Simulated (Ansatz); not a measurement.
Geometry optimisation, RHF/def2-mTZVP in Ansatz 0.2.0.

Input file:

```yaml
crystal:
  periodic: [false, false, false]
  atoms:
    - { symbol: B, position_ang: [-1.3189, -0.6453, 0.3193] }
    - { symbol: C, position_ang: [-0.1564, -0.9807, 1.2272] }
    - { symbol: C, position_ang: [1.0149, -0.4517, 0.9396] }
    - { symbol: Si, position_ang: [1.2575, 0.6925, -0.5004] }
    - { symbol: Si, position_ang: [-0.9257, 0.5988, -1.1487] }
    - { symbol: H, position_ang: [-2.4556, -1.0069, 0.485] }
    - { symbol: H, position_ang: [-0.2587, -1.6481, 2.0729] }
    - { symbol: H, position_ang: [1.9524, -0.67, 1.5567] }
    - { symbol: H, position_ang: [2.0783, 0.1365, -1.48] }
    - { symbol: H, position_ang: [1.5716, 2.036, -0.047] }
    - { symbol: H, position_ang: [-1.6108, 1.9048, -0.9604] }
    - { symbol: H, position_ang: [-1.52823, -1.68886, -0.16656] }
basis:
  gaussian: { orbitals: def2-mTZVP }
hamiltonian:
  xc: hf
relax:
  f_tol: 0.02
  max_steps: 50
output:
  orbitals: {}
```

Run as:

```bash
$ ansatz run input.yaml --threads 2 --pin off --max-ram 3072MiB --backend cpu --events-out ev --progress --plain --runs-dir out
```

Where does it end, and by what steps?

The run converged. The force dipped under the threshold on the way, but the program's further checks kept it going. After 13 steps the energy has fallen by 3.083 eV; H11 moved furthest, 1.02 Å.

| step | energy less start (eV) | largest force component (eV/Å) | accepted |
| --- | --- | --- | --- |
| 0 | 0.0000 | 3.326 | yes |
| 1 | -1.9207 | 2.718 | yes |
| 2 | -2.7756 | 1.549 | yes |
| 3 | -2.9350 | 0.869 | yes |
| 4 | -3.0206 | 0.312 | yes |
| 5 | -3.0563 | 0.187 | yes |
| 6 | -3.0661 | 0.367 | yes |
| 7 | -3.0765 | 0.179 | yes |
| 8 | -3.0745 | 0.165 | no |
| 9 | -3.0807 | 0.059 | yes |
| 10 | -3.0819 | 0.088 | yes |
| 11 | -3.0826 | 0.034 | yes |
| 12 | -3.0830 | 0.013 | yes |
| 13 | -3.0832 | 0.010 | yes |

```xyz
12
Properties=species:S:1:pos:R:3
B -1.513 -0.847 0.376
C -0.085 -1.113 1.113
C 1.103 -0.520 0.933
Si 1.300 0.841 -0.325
Si -0.983 0.658 -0.882
H -2.378 -0.455 1.125
H -0.111 -1.892 1.864
H 1.945 -0.842 1.527
H 2.199 0.547 -1.460
H 1.666 2.168 0.211
H -1.624 1.517 -1.903
H -1.898 -1.787 -0.281
```

Whether the end is a true minimum wasn't checked by a vibrational analysis.

The run took 26 s on 2 threads of Intel(R) Xeon(R) Platinum 8488C (Sapphire Rapids), on a shared host, peak memory 0.28 GiB.
